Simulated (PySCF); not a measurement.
Static response to an electric field

Species: C7H12BN.
Cartesian coordinates in Å at the PBE0-D3(BJ)/def2-SVP level; atoms count from 1:
```
atom  x, y, z in Å
C1     3.073    1.099    1.036
C2     2.389    0.271    0.463
B3     1.484   -0.758   -0.252
N4     2.083   -1.849   -0.883
C5    -0.083   -0.544   -0.273
C6    -0.513    0.737   -1.006
C7    -1.968    0.975   -0.566
C8    -2.117    0.253    0.793
C9    -0.732   -0.334    1.102
H10    3.683    1.824    1.545
H11    1.548   -2.560   -1.364
H12    3.083   -2.004   -0.893
H13   -0.573   -1.408   -0.763
H14   -0.400    0.668   -2.099
H15    0.127    1.571   -0.670
H16   -2.666    0.551   -1.305
H17   -2.201    2.049   -0.499
H18   -2.862   -0.554    0.717
H19   -2.466    0.924    1.592
H20   -0.780   -1.254    1.705
H21   -0.127    0.391    1.673
```

Level: PBE0/def2-SVPD (PySCF), static field, nuclei fixed, core orbitals frozen in the response. The polarisability tensor in these axes (au):

```
x   113.50   0.96   4.03
y     0.96  99.95   9.54
z     4.03   9.54  91.82
```

Question: What are the eigenvalues, a third of the trace, and Δα (Δα² = ½Σ(αi − αj)² over the three pairs)?

Answer: Principal values 85.23, 105.20 and 114.84 au; mean 101.76 au = 15.08 Å³ = 16.78 × 10⁻⁴⁰ C²·m²/J; Δα = 26.16 au (26 % of the mean).

Question: What is the dipole moment, and where does it point?

Answer: (0.54, -1.14, -0.66) D, 1.43 D in size, pointing from the negative to the positive side. Measured along this direction, the outermost atoms are H19 at the negative end and H11 and H12 at the positive end.

Question: How large is μ²/3kT at 400 K beside α?

Answer: In Gaussian units μ²/3kT = 12.26 Å³ against 15.08 Å³, a ratio of 0.81; the Debye molar polarisation (4π/3)N_A(α + μ²/3kT) is 69.0 cm³/mol, leaving out the vibrational part.

Question: Find the Langevin capture rate constant for NO+ (29.998 u) meeting this molecule (121.106 u), k = 2.342 × 10⁻⁹ cm³/s × √(α in Å³ / reduced mass in u).

Answer: The reduced mass is 24.04 u, so k = 1.85 × 10⁻⁹ cm³/s. The formula leaves out the permanent dipole, which adds to the capture rate.

Question: Give the eigenvalues of the traceless quadrupole moment Θ = ½Σq(3rr − r²1), origin at the centre of nuclear charge.

Answer: -8.20, -0.51, 8.71 D·Å. The values depend on the origin, since the dipole doesn't vanish. The electronic extent ⟨r²⟩ about the same centre is 1409 bohr², a root-mean-square distance of 2.44 Å for the 66 electrons.

Question: What depolarisation ratio follows for Rayleigh scattering of linearly polarised light, taking the static tensor?

Answer: ρ = 3Δα²/(45ᾱ² + 4Δα²) = 2052.6/(465950 + 2736.8) = 0.00438.

Question: Refractivity n − 1 of an ideal gas of it at 500 K and 1 atm, from the electronic α?

Answer: N = p/kT = 1.4678 × 10¹⁹ cm⁻³, so n − 1 = 2π × N × 15.08 × 10⁻²⁴ cm³ = 1391 × 10⁻⁶ at long wavelengths.

Isolated species at its PBE0-D3(BJ)/def2-SVP geometry (one conformer only).
